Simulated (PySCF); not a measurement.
A side-by-side comparison of computed properties.

First species: C6H9F3O3.
InChI=1S/C6H9F3O3/c1-4(11-2)5(10)12-3-6(7,8)9/h4H,3H2,1-2H3/t4-/m0/s1

Second species: C4H14N2Si2.
SMILES: `N[Si](N)(C1(C)CC1)[SiH3]`

Levels: PBE0/pcSseg-1 for HOMO energy, LUMO energy and HOMO–LUMO gap. Geometries: GFN2-xTB. Each structure is a single optimised conformer of the isolated species, non-relativistic unless stated; the electronic structure was computed with PySCF and density fitting.

Dipoles, sizes and rotational constants follow the conformer. The torsions of the flexible species, by atom-mapped SMILES:
- `[CH3:1][C:2]1([Si:3]([NH2:4])([NH2:5])[SiH3:6])[CH2:7][CH2:8]1`: C1–C2–Si3–N4 180°, H–N4–Si3–C2 60°, H–N4–Si3–C2 -166°, H–N5–Si3–C2 -72°, H–N5–Si3–C2 63°

The conformers of `CO[C@@H](C)C(=O)OCC(F)(F)F` aren't listed.

```tsv
property	column X	column Y
HOMO energy	-7.77 eV	-6.83 eV
LUMO energy	-0.27 eV	0.33 eV
HOMO–LUMO gap	7.50 eV	7.16 eV
```

Which column belongs to which species?

Column X is the first species and column Y the second. The first has 21 atoms and 96 electrons, the second 22 and 80.

How does each property change from the first species to the second?

HOMO energy +0.94 eV; LUMO energy +0.60 eV; HOMO–LUMO gap -0.34 eV.

